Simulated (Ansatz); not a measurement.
Molecule: sum formula Sn2OH5, net charge 0, doublet state. It need not be the lowest isomer of its formula. 
Coordinates optimised at B3LYP-D3(BJ)/def2-TZVP (Ansatz, an electronic-structure program):
SMILES: [O]([SnH3])[SnH2]
```xyz
8

O     -0.1891     0.2778    -0.6536
Sn    -1.4960    -1.0587    -0.0098
H     -2.9009    -0.7239    -0.9776
H     -1.7997    -0.6640     1.6652
Sn     1.5046     0.9729     0.0848
H      1.4491     2.6604    -0.1750
H      2.7728     0.2233    -0.7853
H      1.5595     0.5732     1.7519
```
Charge 0, spin multiplicity 2.

Dipole moments at this geometry, in debye (magnitudes).

```
level                 program  dipole (D)
--------------------  -------  ----------
PBE0/def2-TZVPD        Ansatz        1.14
r2SCANh/def2-TZVPD     Ansatz        1.13
HSE06/def2-TZVPD       Ansatz           …
CAM-B3LYP/def2-TZVPD   Ansatz        1.23
wB97X-V/def2-TZVPD     Ansatz        1.20
CCSD(T)/def2-SVPD      Ansatz           …
```

Task: Some entries are withheld; supply them.

Result: 
- HSE06/def2-TZVPD, dipole (D): 1.14
- CCSD(T)/def2-SVPD, dipole (D): 1.25
